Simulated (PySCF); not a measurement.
H$_{2}$O$_{2}$, charge +1, doublet, geometry from GFN2-xTB (a state made from the parent by changing its charge; the spin is typed, not shown lowest); TPSS/def2-SVP (PySCF).

Here is a job for PySCF.
```python
from pyscf import gto, scf, dft

mol = gto.Mole()
mol.atom = '''
    O     0.00029017    0.64522356   -0.01214168
    O    -0.00029017   -0.64522356    0.01214168
    H     0.94311055    0.99403527   -0.03396231
    H    -0.94311055   -0.99403527    0.03396231
'''
mol.basis = 'def2-svp'
mol.charge = 1
mol.spin = 1
mol.verbose = 4
mol.build()

mf = dft.UKS(mol)
mf.xc = 'tpss'
mf.diis = False
mf.max_cycle = 100
mf.kernel()
mf.analyze()
```

### Question
Predict the main parts of the log of this PySCF run.

### Answer

```
PySCF version 2.14.0

[INPUT] verbose = 4
[INPUT] num. atoms = 4
[INPUT] num. electrons = 17
[INPUT] charge = 1
[INPUT] spin (= nelec alpha-beta = 2S) = 1
[INPUT] symmetry False subgroup None
[INPUT] Mole.unit = angstrom
[INPUT] Symbol           X                Y                Z      unit          X                Y                Z       unit  Magmom
[...]
nuclear repulsion = 39.3287596602619
number of shells = 18
number of NR pGTOs = 62
number of NR cGTOs = 38
basis = def2-svp
ecp = {}

******** <class 'pyscf.dft.uks.UKS'> ********
method = UKS
initial guess = minao
damping factor = 0
level_shift factor = 0
DIIS disabled
SCF conv_tol = 1e-09
SCF conv_tol_grad = None
SCF max_cycles = 100
direct_scf = True
direct_scf_tol = 1e-13
number electrons alpha = 9  beta = 8
XC library pyscf.dft.libxc version 7.1.2
    S. Lehtola, C. Steigemann, M. J. T. Oliveira, and M. A. L. Marques,  SoftwareX 7, 1–5 (2018)
XC functionals = tpss
    J. Tao, J. P. Perdew, V. N. Staroverov, and G. E. Scuseria,  Phys. Rev. Lett. 91, 146401 (2003)
    J. P. Perdew, J. Tao, V. N. Staroverov, and G. E. Scuseria,  J. Chem. Phys. 120, 6898 (2004)
    J. Tao, J. P. Perdew, V. N. Staroverov, and G. E. Scuseria,  Phys. Rev. Lett. 91, 146401 (2003)
    J. P. Perdew, J. Tao, V. N. Staroverov, and G. E. Scuseria,  J. Chem. Phys. 120, 6898 (2004)
radial grids:
    Treutler-Ahlrichs [JCP 102, 346 (1995); DOI:10.1063/1.469408] (M4) radial grids

becke partition: Becke, JCP 88, 2547 (1988); DOI:10.1063/1.454033
pruning grids: <function nwchem_prune>
grids dens level: 3
symmetrized grids: False
atomic radii adjust function: <function treutler_atomic_radii_adjust>
small_rho_cutoff = 0
Set gradient conv threshold to 3.16228e-05
tot grids = 47784
init E= -151.66552113259

cycle= 1 E= -151.055957468845  delta_E= 0.61  |g|= 0.208  |ddm|= 1.41
cycle= 2 E= -151.069380803395  delta_E= -0.0134  |g|= 0.0823  |ddm|= 0.193
cycle= 3 E= -151.070746414321  delta_E= -0.00137  |g|= 0.0499  |ddm|= 0.077
cycle= 4 E= -151.070872673535  delta_E= -0.000126  |g|= 0.0445  |ddm|= 0.0591
cycle= 5 E= -151.070698909427  delta_E= 0.000174  |g|= 0.0487  |ddm|= 0.0624
cycle= 6 E= -151.07038722952  delta_E= 0.000312  |g|= 0.0561  |ddm|= 0.0721
cycle= 7 E= -151.069909538818  delta_E= 0.000478  |g|= 0.0661  |ddm|= 0.0848
cycle= 8 E= -151.069281033843  delta_E= 0.000629  |g|= 0.0772  |ddm|= 0.0999
cycle= 9 E= -151.068344808026  delta_E= 0.000936  |g|= 0.0915  |ddm|= 0.118
[...]
SCF not converged.
Total Energy =                        -125.777728642602455
[...]
DFT Exchange-Correlation Energy =      -19.201619583574324
**** MO energy ****
                             alpha | beta                alpha | beta
[...]
To work with the spin densities directly, `use mulliken_meta_spin()` only printing them here.

 ** Mulliken spin pop alpha/beta on meta-lowdin orthogonal AOs **
 ** Mulliken Spin Density (per AO)  **
spin_pop of  0 O 1s       -0.00000
spin_pop of  0 O 2s        0.00057
spin_pop of  0 O 3s        0.00430
spin_pop of  0 O 2px       0.00062
spin_pop of  0 O 2py      -0.00027
spin_pop of  0 O 2pz       0.12856
spin_pop of  0 O 3px       0.00095
spin_pop of  0 O 3py      -0.00324
spin_pop of  0 O 3pz       0.62888
spin_pop of  0 O 3dxy     -0.00030
spin_pop of  0 O 3dyz      0.03573
spin_pop of  0 O 3dz^2     0.00028
spin_pop of  0 O 3dxz      0.03535
spin_pop of  0 O 3dx2-y2   -0.00189
spin_pop of  1 O 1s       -0.00001
spin_pop of  1 O 2s       -0.00000
spin_pop of  1 O 3s        0.00005
spin_pop of  1 O 2px      -0.00001
spin_pop of  1 O 2py      -0.00001
spin_pop of  1 O 2pz       0.00664
spin_pop of  1 O 3px      -0.00003
spin_pop of  1 O 3py       0.00002
spin_pop of  1 O 3pz       0.00010
spin_pop of  1 O 3dxy      0.00000
spin_pop of  1 O 3dyz      0.00014
spin_pop of  1 O 3dz^2    -0.00000
spin_pop of  1 O 3dxz      0.00001
spin_pop of  1 O 3dx2-y2   -0.00001
spin_pop of  2 H 1s        0.00176
spin_pop of  2 H 2s       -0.00105
spin_pop of  2 H 2px      -0.00050
spin_pop of  2 H 2py      -0.00055
spin_pop of  2 H 2pz       0.16380
spin_pop of  3 H 1s        0.00004
spin_pop of  3 H 2s        0.00003
spin_pop of  3 H 2px      -0.00000
spin_pop of  3 H 2py       0.00000
spin_pop of  3 H 2pz       0.00002
 ** Mulliken Spin Density (per atom)  **
spin density of  0 O =      0.82956
spin density of  1 O =      0.00690
spin density of  2 H =      0.16346
spin density of  3 H =      0.00008
 ** Mulliken pop alpha/beta on meta-lowdin orthogonal AOs **
 ** Mulliken pop       alpha | beta **
[...]
In total             9.00000 | 8.00000
 ** Mulliken atomic charges   ( Nelec_alpha | Nelec_beta ) **
charge of  0O =     -4.54160  (     6.68558      5.85602 )
charge of  1O =      5.89867  (     1.05412      1.04721 )
charge of  2H =     -1.34964  (     1.25655      1.09309 )
charge of  3H =      0.99257  (     0.00376      0.00367 )

WARN: System has nonzero charge 1; the dipole moment is origin-dependent.
Location of origin: [0. 0. 0.]

Dipole moment(X, Y, Z, Debye): -9.15128, -52.38723,  1.13565
```

The run did not converge; its last values are not results.
